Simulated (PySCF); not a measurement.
C$_{2}$H$_{6}$INSe (SMILES CN(C)[Se]I), singlet, at a GFN2-xTB geometry (all electrons, no relativity); CASSCF(8,7)/STO-3G run with PySCF.

PySCF was given this input:
```python
from pyscf import gto, scf, mcscf
import numpy

mol = gto.M(
    atom='''
Se    0.707468   -0.897954    0.016632
I     0.131769    1.516297    0.343737
N    -0.910550   -1.504996   -0.559761
C    -1.650137   -2.364157    0.339683
C    -1.008822   -1.901262   -1.948091
H    -2.708942   -2.310398    0.078349
H    -1.333149   -3.412367    0.284457
H    -1.527234   -2.006592    1.361507
H    -0.657778   -2.924890   -2.124805
H    -2.055309   -1.838612   -2.253366
H    -0.427683   -1.212946   -2.560938
''',
    basis='sto-3g',
    charge=0,
    spin=0,
    verbose=4,
)

mf = scf.RHF(mol)
mf.kernel()
mc = mcscf.CASSCF(mf, 7, 8)
mc.fix_spin_(ss=0.0)
mc.kernel()
occ = numpy.linalg.eigvalsh(mc.fcisolver.make_rdm1(mc.ci, mc.ncas, mc.nelecas))[::-1]
ss = mc.fcisolver.spin_square(mc.ci, mc.ncas, mc.nelecas)[0]
print('natural occupations', occ.round(4), ' <S^2>', round(ss, 4))
```

Task: What does PySCF print? Leave out banner, timings and long lists.

Result: 
```
PySCF version 2.14.0

[INPUT] verbose = 4
[INPUT] num. atoms = 11
[INPUT] num. electrons = 112
[INPUT] charge = 0
[INPUT] spin (= nelec alpha-beta = 2S) = 0
[INPUT] symmetry False subgroup None
[INPUT] Mole.unit = angstrom
[INPUT] Symbol           X                Y                Z      unit          X                Y                Z       unit  Magmom
[...]
nuclear repulsion = 811.827174168535
number of shells = 34
number of NR pGTOs = 198
number of NR cGTOs = 66
basis = sto-3g
ecp = {}

******** <class 'pyscf.scf.hf.RHF'> ********
method = RHF
initial guess = minao
damping factor = 0
level_shift factor = 0
DIIS = <class 'pyscf.scf.diis.CDIIS'>
diis_start_cycle = 1
diis_space = 8
diis_damp = 0
SCF conv_tol = 1e-09
SCF conv_tol_grad = None
SCF max_cycles = 50
direct_scf = True
direct_scf_tol = 1e-13
Set gradient conv threshold to 3.16228e-05
Initial guess from minao.
init E= -9331.31219610212
[...]
cycle= 1 E= -9355.86383995316  delta_E= -24.6  |g|= 0.808  |ddm|= 4.33
[...]
cycle= 2 E= -9356.18805150833  delta_E= -0.324  |g|= 0.564  |ddm|= 2.75
[...]
cycle= 3 E= -9356.29166468165  delta_E= -0.104  |g|= 0.113  |ddm|= 0.75
[...]
cycle= 4 E= -9356.30174439523  delta_E= -0.0101  |g|= 0.0308  |ddm|= 0.354
[...]
cycle= 5 E= -9356.30290784455  delta_E= -0.00116  |g|= 0.00865  |ddm|= 0.142
[...]
cycle= 6 E= -9356.30299240589  delta_E= -8.46e-05  |g|= 0.00165  |ddm|= 0.0422
[...]
cycle= 7 E= -9356.30299501939  delta_E= -2.61e-06  |g|= 0.00046  |ddm|= 0.00618
[...]
cycle= 8 E= -9356.30299518429  delta_E= -1.65e-07  |g|= 9.46e-05  |ddm|= 0.00167
[...]
cycle= 9 E= -9356.30299519157  delta_E= -7.27e-09  |g|= 2.56e-05  |ddm|= 0.000341
[...]
cycle= 10 E= -9356.30299519236  delta_E= -7.93e-10  |g|= 5.05e-06  |ddm|= 0.000131
[...]
Extra cycle  E= -9356.30299519245  delta_E= -8.73e-11  |g|= 2.5e-06  |ddm|= 1.49e-05
converged SCF energy = -9356.30299519245

******** <class 'pyscf.mcscf.mc1step.CASSCF'> ********
CAS (4e+4e, 7o), ncore = 52, nvir = 7
max_cycle_macro = 50
max_cycle_micro = 4
conv_tol = 1e-07
conv_tol_grad = None
orbital rotation max_stepsize = 0.02
orbital rotation threshold for CI restart = 0.01
augmented hessian ah_max_cycle = 30
augmented hessian ah_conv_tol = 1e-12
augmented hessian ah_linear dependence = 1e-14
augmented hessian ah_level shift = 1e-08
augmented hessian ah_start_tol = 2.5
augmented hessian ah_start_cycle = 3
augmented hessian ah_grad_trust_region = 3
kf_trust_region = 3
kf_interval = 4
ci_response_space = 4
ci_grad_trust_region = 3
with_dep4 0
natorb = False
canonicalization = True
sorting_mo_energy = False
ao2mo_level = 2
internal_rotation = False
******** <class 'pyscf.fci.addons.SpinPenaltyFCISolver'> ********
max. cycles = 50
conv_tol = 1e-08
davidson only = True
linear dependence = 1e-12
level shift = 0.001
max iter space = 12
nroots = 1
pspace_size = 400
spin = None
CASCI E = -9356.31001339166  S^2 = 0.0000000
Set conv_tol_grad to 0.000316228
macro iter   1 ( 21 JK    4 micro), CASSCF E = -9356.31352615029  dE = -3.51275864e-03  S^2 = 0.0000000
               |grad[o]|=0.00993  |grad[c]|=0.0274  |ddm|=0.0434  |maxRot[o]|=0.193
macro iter   2 ( 21 JK    4 micro), CASSCF E = -9356.31771899741  dE = -4.19284712e-03  S^2 = 0.0000000
               |grad[o]|=0.00982  |grad[c]|=0.0341  |ddm|=0.0718  |maxRot[o]|=0.255
macro iter   3 ( 21 JK    4 micro), CASSCF E = -9356.32505559264  dE = -7.33659523e-03  S^2 = 0.0000000
               |grad[o]|=0.00989  |grad[c]|=0.0707  |ddm|=0.035  |maxRot[o]|=0.238
macro iter   4 ( 21 JK    4 micro), CASSCF E = -9356.33096875901  dE = -5.91316637e-03  S^2 = 0.0000000
               |grad[o]|=0.017  |grad[c]|=0.0456  |ddm|=0.014  |maxRot[o]|=0.211
macro iter   5 ( 21 JK    4 micro), CASSCF E = -9356.33402925597  dE = -3.06049696e-03  S^2 = 0.0000000
               |grad[o]|=0.0129  |grad[c]|=0.0211  |ddm|=0.0116  |maxRot[o]|=0.0922
macro iter   6 ( 17 JK    4 micro), CASSCF E = -9356.33557391182  dE = -1.54465585e-03  S^2 = 0.0000000
[...]
               |grad[o]|=0.00396  |grad[c]|=0.00913  |ddm|=0.0125  |maxRot[o]|=0.0042
macro iter  33 ( 21 JK    4 micro), CASSCF E = -9356.36081222141  dE = -1.99868009e-06  S^2 = 0.0000000
               |grad[o]|=0.00394  |grad[c]|=0.00915  |ddm|=0.0125  |maxRot[o]|=0.00374
macro iter  34 ( 21 JK    4 micro), CASSCF E = -9356.36081310635  dE = -8.84932888e-07  S^2 = 0.0000000
               |grad[o]|=0.00392  |grad[c]|=0.00918  |ddm|=0.0125  |maxRot[o]|=0.00339
macro iter  35 ( 21 JK    4 micro), CASSCF E = -9356.36081314350  dE = -3.71564965e-08  S^2 = 0.0000000
               |grad[o]|=0.00391  |grad[c]|=0.0092  |ddm|=0.0125  |maxRot[o]|=0.00298
macro iter  36 ( 17 JK    4 micro), CASSCF E = -9356.36140127578  dE = -5.88132278e-04  S^2 = 0.0000000
               |grad[o]|=0.00391  |grad[c]|=0.00346  |ddm|=0.0135  |maxRot[o]|=0.0688
macro iter  37 ( 16 JK    4 micro), CASSCF E = -9356.36199396913  dE = -5.92693354e-04  S^2 = 0.0000000
               |grad[o]|=0.00319  |grad[c]|=0.00505  |ddm|=0.0127  |maxRot[o]|=0.0697
macro iter  38 ( 21 JK    4 micro), CASSCF E = -9356.36199821038  dE = -4.24124482e-06  S^2 = 0.0000000
               |grad[o]|=0.00259  |grad[c]|=0.00601  |ddm|=0.00745  |maxRot[o]|=0.00562
macro iter  39 ( 21 JK    4 micro), CASSCF E = -9356.36198802152  dE =  1.01888581e-05  S^2 = 0.0000000
               |grad[o]|=0.00249  |grad[c]|=0.007  |ddm|=0.00816  |maxRot[o]|=0.00372
macro iter  40 ( 21 JK    4 micro), CASSCF E = -9356.36228748212  dE = -2.99460597e-04  S^2 = 0.0000000
               |grad[o]|=0.00258  |grad[c]|=0.00196  |ddm|=0.00464  |maxRot[o]|=0.0413
macro iter  41 ( 21 JK    4 micro), CASSCF E = -9356.36229047424  dE = -2.99212115e-06  S^2 = 0.0000000
               |grad[o]|=0.00224  |grad[c]|=0.00381  |ddm|=0.00481  |maxRot[o]|=0.00441
macro iter  42 ( 21 JK    4 micro), CASSCF E = -9356.36228444994  dE =  6.02430373e-06  S^2 = 0.0000000
               |grad[o]|=0.00228  |grad[c]|=0.00548  |ddm|=0.00566  |maxRot[o]|=0.00307
macro iter  43 ( 19 JK    4 micro), CASSCF E = -9356.36242744532  dE = -1.42995386e-04  S^2 = 0.0000000
               |grad[o]|=0.00232  |grad[c]|=0.00136  |ddm|=0.00553  |maxRot[o]|=0.0213
macro iter  44 ( 20 JK    4 micro), CASSCF E = -9356.36248381105  dE = -5.63657286e-05  S^2 = 0.0000000
               |grad[o]|=0.00213  |grad[c]|=0.00352  |ddm|=0.00465  |maxRot[o]|=0.00925
macro iter  45 ( 21 JK    4 micro), CASSCF E = -9356.36248028736  dE =  3.52368625e-06  S^2 = 0.0000000
               |grad[o]|=0.00207  |grad[c]|=0.00509  |ddm|=0.00479  |maxRot[o]|=0.00225
macro iter  46 ( 18 JK    4 micro), CASSCF E = -9356.36262943579  dE = -1.49148431e-04  S^2 = 0.0000000
               |grad[o]|=0.00211  |grad[c]|=0.00124  |ddm|=0.00458  |maxRot[o]|=0.0243
macro iter  47 ( 20 JK    4 micro), CASSCF E = -9356.36267795675  dE = -4.85209530e-05  S^2 = 0.0000000
               |grad[o]|=0.00187  |grad[c]|=0.00304  |ddm|=0.00299  |maxRot[o]|=0.00903
macro iter  48 ( 21 JK    4 micro), CASSCF E = -9356.36267453802  dE =  3.41872874e-06  S^2 = 0.0000000
               |grad[o]|=0.00182  |grad[c]|=0.00492  |ddm|=0.00388  |maxRot[o]|=0.0029
macro iter  49 ( 16 JK    4 micro), CASSCF E = -9356.36279080562  dE = -1.16267602e-04  S^2 = 0.0000000
               |grad[o]|=0.00186  |grad[c]|=0.000959  |ddm|=0.00272  |maxRot[o]|=0.0223
macro iter  50 ( 21 JK    4 micro), CASSCF E = -9356.36278878700  dE =  2.01862531e-06  S^2 = 0.0000000
               |grad[o]|=0.0016  |grad[c]|=0.00284  |ddm|=0.00265  |maxRot[o]|=0.00279
1-step CASSCF not converged,  50 macro (1017 JK 200 micro) steps
CASSCF canonicalization
Density matrix diagonal elements [1.98217854 1.96329886 1.9558995  1.98825332 0.05196017 0.0388559
 0.01955371]
CASSCF energy = -9356.36278878700
CASCI E = -9356.36278878700  E(CI) = -14.3474659519343  S^2 = 0.0000000
natural occupations [1.9918 1.9804 1.9642 1.956  0.0506 0.0375 0.0195]  <S^2> 0.0
```

The run did not converge; its last values are not results.
